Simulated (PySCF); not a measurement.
```xyz
10

C      2.0898    -0.3704    -0.1242
Si     0.2796     0.1022    -0.1193
Si    -1.2952     1.3763    -0.6965
Si    -1.8230    -0.4221     0.6116
H      2.6605     0.3449    -0.7179
H      2.2138    -1.3683    -0.5496
H      2.4766    -0.3773     0.8968
H     -1.7925     2.5788    -1.4198
H     -2.2292    -0.2710     2.0404
H     -2.5803    -1.5932     0.0783
```

Charge 0, multiplicity 1.

### Question
Give the Mulliken and meta-Löwdin atomic charges from PBE-D3(BJ)/def2-TZVP // PBE0-D3(BJ)/def2-TZVP run with PySCF.

### Answer

```csv
atom,Mulliken (e),meta-Löwdin (e)
C1,-0.46,-0.57
Si2,0.10,0.20
Si3,-0.08,-0.04
Si4,0.00,0.17
H5,0.15,0.15
H6,0.15,0.15
H7,0.15,0.15
H8,0.02,-0.03
H9,-0.02,-0.09
H10,-0.02,-0.09
```
